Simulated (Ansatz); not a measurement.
Program: Ansatz. Geometries: PBE0-D4/def2-TZVP. ΔE: electronic, gas phase. CCSD(T)/CBS is the MP2 limit (def2-TZVPP, def2-QZVPP) plus CCSD(T) − MP2 in def2-TZVPP, frozen cores. This one scheme is used for every species. Functionals use def2-TZVPP. B3LYP here is the variant with VWN-RPA as its local correlation; programs differ in this. For Ge outer-core shells are correlated without core-valence functions, which leaves a few kJ/mol of doubt a bond. Scalar relativity is left out up to krypton. One conformer a species, not always the lowest.

Reaction (cleavage of the Ge–B bond): `C[B]([AlH2])[GeH3]` + `CO[SiH2]N` → `CO[SiH2][NH][GeH3]` + `C[BH][AlH2]`

`C[B]([AlH2])[GeH3]`:

Z-matrix (Å, degrees):
```
C
B 1 1.558
H 1 1.092 2 116.6
H 1 1.094 2 116.1 3 131.8
H 1 1.107 2 101.7 3 -114.5
Al 2 2.118 1 127.8 3 26.0
Ge 2 2.079 1 116.3 3 -157.0
H 6 1.594 2 121.3 1 -99.4
H 6 1.595 2 120.8 1 85.0
H 7 1.544 2 113.4 1 -27.1
H 7 1.546 2 107.3 1 90.9
H 7 1.543 2 114.7 1 -151.3
```

`CO[SiH2]N`:

Z-matrix (Å, degrees):
```
C
O 1 1.406
H 1 1.096 2 111.5
H 1 1.097 2 111.6 3 121.4
H 1 1.092 2 108.5 3 -119.3
Si 2 1.645 1 122.7 3 -65.4
N 6 1.706 2 116.5 1 62.3
H 6 1.489 2 109.1 1 -56.3
H 6 1.479 2 103.1 1 -177.3
H 7 1.005 6 122.3 2 -93.4
H 7 1.006 6 123.2 2 68.6
```

`CO[SiH2][NH][GeH3]`:

```xyz
14

C    -2.596    0.034    0.002
O    -1.271    0.075   -0.467
Si   -0.104   -0.941    0.096
N     1.431   -0.478   -0.476
Ge    2.362    1.027    0.034
H    -3.131    0.897   -0.400
H    -2.642    0.079    1.097
H    -3.112   -0.876   -0.328
H    -0.381   -2.331   -0.361
H    -0.129   -0.868    1.583
H     1.741   -0.899   -1.339
H     2.215    2.156   -1.003
H     1.765    1.458    1.380
H     3.851    0.668    0.182
```

`C[BH][AlH2]`:

Z-matrix (Å, degrees):
```
C
B 1 1.558
H 1 1.094 2 114.3
H 1 1.091 2 117.4 3 130.8
H 1 1.106 2 102.6 3 -113.0
Al 2 2.128 1 127.0 3 -149.9
H 2 1.207 1 115.2 3 34.1
H 6 1.597 2 121.8 1 -85.9
H 6 1.596 2 121.4 1 95.4
```

CCSD(T)/CBS gives -2.1 kJ/mol.

Question: Another level gave -3.0 kJ/mol. Which?
A. B3LYP/def2-TZVPP
B. PBE/def2-TZVPP
C. SCS-MP2/def2-TZVPP
D. PBE0/def2-TZVPP

Answer: A. B3LYP -3.0, PBE0 4.8, SCS-MP2/def2-TZVPP -14.7, PBE 10.7 kJ/mol.

Largest T1 diagnostic among the species: 0.012.

From PBE to PBE0 (25 % exact exchange), in def2-TZVPP and without D4, ΔE moves by −5.9 kJ/mol. In def2-TZVPP, CCSD(T) changes the Hartree–Fock value by +19.0 kJ/mol (the triples alone add +2.1 kJ/mol) and MP2 by +16.3 kJ/mol.
